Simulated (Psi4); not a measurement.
beryllium atom (Be), singlet. Base run: PBE/6-31G* (Psi4).

Input for Psi4:
```
memory 2 GB

molecule mol {
0 1
  Be    0.000000    0.000000    0.000000
}

set basis 6-31g*
set reference rks

energy('pbe')
print_variables()
```

Each row names what was changed in the base input (with any setting that the change needs).

| change | basis functions | E (Eh) |
|---|---|---|
| base | 15 | -14.62547 |
| basis = cc-pVDZ-DK; relativity = none (with scf_type pk) | 14 | -14.62767 |
| basis = cc-pVDZ-DK; relativity = spin-free X2C (with scf_type pk) | 14 | -14.63025 |
| basis = cc-pVTZ-DK; relativity = spin-free X2C (with scf_type pk) | 30 | -14.63132 |
| basis = cc-pVTZ-DK; relativity = none (with scf_type pk) | 30 | -14.62875 |

Total energies compare only within one method and basis.

Basis sets contracted for a relativistic Hamiltonian are a mismatch without it, so the rows without relativity aren't non-relativistic limits. No row has spin-orbit coupling; sets with core potentials leave out the core electrons.
